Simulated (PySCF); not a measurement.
Method: B3LYP-D3(BJ)/def2-TZVP (PySCF). All species are isolated molecules in the gas phase. One relaxed conformer stands for a flexible species; it need not be the lowest. B3LYP has the VWN-RPA correlation part, as in Gaussian. Excitations are Tamm–Dancoff values on a coarser integration grid. The basis has no diffuse functions, so Rydberg states are missing or too high.

Reference species (SMILES): `OC1BB1` (neutral, multiplicity 1).

```yaml
T1 excitation (TDA): 3.42 eV
HOMO: -6.73 eV
```

Changed species: `C=BBO`.

Q: What does the change do to the T1 excitation (TDA) and HOMO?

A: the T1 excitation (TDA) drops by 0.43 eV, to 2.99 eV; the HOMO increases by 0.06 eV, to -6.67 eV.
